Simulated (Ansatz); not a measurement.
A CCSD(T) single point on `C=C=C(S)O[SiH3]`.

```yaml
crystal:
  periodic: [false, false, false]
  atoms:
    - {symbol: C, position_ang: [0.649189, -1.962043, -0.182502]}
    - {symbol: C, position_ang: [-0.175989, -0.973975, 0.012983]}
    - {symbol: C, position_ang: [-1.009569, 0.012579, 0.209259]}
    - {symbol: S, position_ang: [-2.732800, -0.166482, 0.553059]}
    - {symbol: O, position_ang: [-0.683183, 1.329317, 0.180418]}
    - {symbol: Si, position_ang: [0.865603, 1.869646, -0.116912]}
    - {symbol: H, position_ang: [0.828691, -2.369781, -1.175381]}
    - {symbol: H, position_ang: [1.197262, -2.420937, 0.638039]}
    - {symbol: H, position_ang: [-2.728898, -1.506926, 0.507367]}
    - {symbol: H, position_ang: [1.318411, 1.427094, -1.458393]}
    - {symbol: H, position_ang: [1.797170, 1.363614, 0.920696]}
    - {symbol: H, position_ang: [0.751113, 3.342697, -0.054635]}
basis:
  gaussian: {orbitals: def2-TZVPP}
correlation: {method: ccsd_t}
```

```sh
$ ansatz run in.yaml --threads 4 --pin off --events-out ev --progress --plain --max-ram 10444MiB
```

Output of Ansatz, abridged:

```
Functional definition: HF
1725 factors; integrals over basis functions are off by at most 1.2e-3 eV
mean field evaluation 1: about -23900.1771 eV, gradient 3.8e1 eV
mean field evaluation 2: about -23900.6094 eV, gradient 3.8e1 eV
mean field evaluation 4: about -23904.5533 eV, gradient 4.9e0 eV
mean field evaluation 8: about -23904.6405 eV, gradient 4.0e-1 eV
mean field evaluation 16: about -23904.6414 eV, gradient 2.0e-6 eV
mean field -23904.64136134 eV, -878.4793668814 hartree, gradient 2.0e-6 eV, S^2 0.000000; 0 other end points of the search recorded, 0 dependent functions left out
14 core orbitals not correlated: weight in the atoms' cores, before any rotation towards them, 1.000 or more for the frozen orbitals, at most 0.000 for the correlated occupied ones
reference -23904.64136134 eV, -878.4793668814 hartree; 17, 17 occupied and 261, 261 virtual orbitals, 1725 factors
second order -27.25974965 eV of doubles, -0.00000000 eV of singles
cycle   1  -27.67617879 eV  change   -4.2e-1 eV  update   1.3e-1
cycle   2  -28.45709383 eV  change   -7.8e-1 eV  update   4.2e-2
cycle   3  -28.65315968 eV  change   -2.0e-1 eV  update   2.1e-2
cycle   4  -28.64240279 eV  change    1.1e-2 eV  update   5.5e-3
cycle   5  -28.64086278 eV  change    1.5e-3 eV  update   2.4e-3
cycle   6  -28.64221333 eV  change   -1.4e-3 eV  update   7.1e-4
cycle   7  -28.64200050 eV  change    2.1e-4 eV  update   2.6e-4
cycle   8  -28.64193740 eV  change    6.3e-5 eV  update   7.6e-5
cycle   9  -28.64198528 eV  change   -4.8e-5 eV  update   3.7e-5
cycle  10  -28.64198762 eV  change   -2.3e-6 eV  update   1.1e-5
perturbative correction -1.33848455 eV, -0.0491883999 hartree
Total energy: -23934.62183350 eV, -879.5811289119 hartree
```

Run time 5.7 min (4 threads of an Arm Neoverse V1 on a shared host); peak host memory 9.2 GiB.

The correlation energy is -29.980 eV, 4.5 % of it from (T); the T1 diagnostic reads 0.0130.
